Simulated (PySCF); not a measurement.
C4H2F2O2.
SMILES with atom numbers: `[O:1]=[C:2]1[O:3][CH2:4][C:5]([F:6])=[C:7]1[F:8]` (hydrogens: H9, H10 on C4)

Geometry (GFN2-xTB, Å), atoms numbered from 1 in this order:
```
atom  x, y, z in Å
O1     2.270   -1.186   -0.381
C2     1.205   -0.682   -0.210
O3     0.036   -1.373   -0.183
C4    -1.068   -0.525    0.038
C5    -0.468    0.841    0.152
F6    -1.235    1.900    0.363
C7     0.856    0.752    0.009
F8     1.767    1.713    0.041
H9    -1.588   -0.830    0.954
H10   -1.767   -0.605   -0.804
```

IAO charges (e) from the PBE0/pcSseg-1 density (PySCF), one withheld:

```
atom     bonded to   charge
  O1            C2  -0.4092
  C2      O1 O3 C7  +0.4971
  O3         C2 C4        ?
  C4  O3 C5 H9 H10  -0.0784
  C5      C4 F6 C7  +0.2545
  F6            C5  -0.2265
  C7      C5 F8 C2  +0.1686
  F8            C7  -0.2257
  H9            C4  +0.1766
 H10            C4  +0.1766
```

**Question.** What is the charge on O3?

**Answer.** The charges add up to the total charge, 0. The others sum to +0.3336, which leaves -0.3336 e for O3 (ester single-bonded oxygen); the computed value is -0.3337, the difference coming from rounding.

**Question.** Add each hydrogen's charge to the atom that carries it.

**Answer.** C4 +0.2748. Atoms without hydrogen keep their charges.

**Question.** Across which bond do the charges differ most?

**Answer.** C2–O1: +0.4971 on C2 against -0.4092 on O1, a difference of 0.9063 e. The lower charge is on the more electronegative element of the two (Pauling values: O 3.44, C 2.55).

**Question.** Take the bonds between elements whose Pauling electronegativities differ by more than 0.25. In how many does the more electronegative atom carry the lower charge?

**Answer.** In 7 of 7.

**Question.** How much positive and how much negative charge does this set hold in all?

**Answer.** +1.2734 e on 5 atoms and -1.2735 e on 5.

The IAO scheme projects the occupied orbitals on a minimal set of polarised atomic orbitals and counts the electrons in each atom's part of it. Geometry: GFN2-xTB; no solvent, vibrations or thermal averaging.
